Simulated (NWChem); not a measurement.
Species: C2Cl3 cation

```xyz
5

Cl    -0.6216    -2.3308     0.0000
C     -0.2442    -0.8145     0.0000
C      0.0726     0.4587     0.0000
Cl     1.7092     0.8803     0.0000
Cl    -1.1768     1.5970     0.0000
```
Atoms are numbered in this order, from 1.

Program: NWChem. The geometry was optimised at PBE0/def2-SVP. Level: M05-2X/def2-SVP with COSMO at NWChem's default radii, gas-phase geometry; the question gives the dielectric constant. Reactions with the solvent are ignored.

Q: Estimate the computed values for dielectric constant 78.4. Quantities: electrostatic solvation energy (kcal/mol).

A: 
| Property | Result |
|---|---|
| electrostatic solvation energy (kcal/mol) | -57.9 |
